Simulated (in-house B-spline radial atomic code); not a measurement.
## RPA and G0W0 on wB97X: Cl5+

Configuration [Ne] 3s2, mean-field start wB97X. Computed with an all-electron radial atomic-structure program (B-spline basis): all electrons, non-relativistic, point nucleus, each spin shell either full or empty, empty states to l = 9 with an (l + 1/2)⁻⁴ tail; G0W0 by contour deformation at full frequency.

Command:
```bash
python run_gw.py task.json out
```
Settings (radii: box in bohr, nucleus in fm):
```
Z                        17
electrons                12
configuration            [Ne] 3s2
hamiltonian              nr
method                   wb97x
lmax                     9
spin_polarised           False
box_radius               10.43
intervals                47
ion_configuration        [Ne] 3s1
```

Time taken, with all properties: 3.2 s on 1 thread of Arm Neoverse N1, on a shared host.

Energies (hartree):

| term | value |
| --- | --- |
| mean-field total | -452.91944 |
| Hartree-Fock functional on these orbitals | -452.40417 |
| direct second order | -0.80356 |
| second-order exchange | 0.28986 |
| SOSEX correction | 0.26586 |

Task: What is the RPA correlation energy, and what remains with SOSEX?

Result: RPA gives -0.72434 hartree (-1.64 eV per electron); RPA + SOSEX gives -0.45849, and the second-order doubles -0.5137 hartree (no singles). SOSEX takes back 37 % of the RPA value.

Quasi-particle levels (eV):

```tsv
level	occupied	mean field	Σx - vxc	Σc	QP weight	G0W0
3s	yes	-93.60	-1.23	?	?	?
2p	yes	-284.58	-18.94	3.77	0.952	-299.75
3p	no	-70.13	3.94	-1.73	0.964	-67.92
```

G0W0 = mean field + (Σx - vxc) + Σc, with Σc (partial-wave tail included) taken at the quasi-particle energy. Levels of low weight are left out.

Task: Where does G0W0 put 3s?

Result: At -96.95 eV, with Σc = -2.12 eV and a quasi-particle weight of 0.969. The tabulated removal energy is 96.94 ± 0.04 eV (NIST, semi-empirical); the calculation leaves out relativity, Breit and QED terms, and what these don't explain is the method's own error.

Task: What does it cost to remove one electron (to [Ne] 3s1) by differences of total energies, each species on its own start (correlation terms add to the Hartree-Fock functional)?

Result: wB97X 95.83 eV, Hartree-Fock functional 94.64 eV, + RPA 96.72 eV, + RPA + SOSEX 96.16 eV, + second order 96.62 eV. Tabulated: 96.94 ± 0.04 eV (NIST, semi-empirical); the calculation leaves out relativity, Breit and QED terms, and what these don't explain is the method's own error.
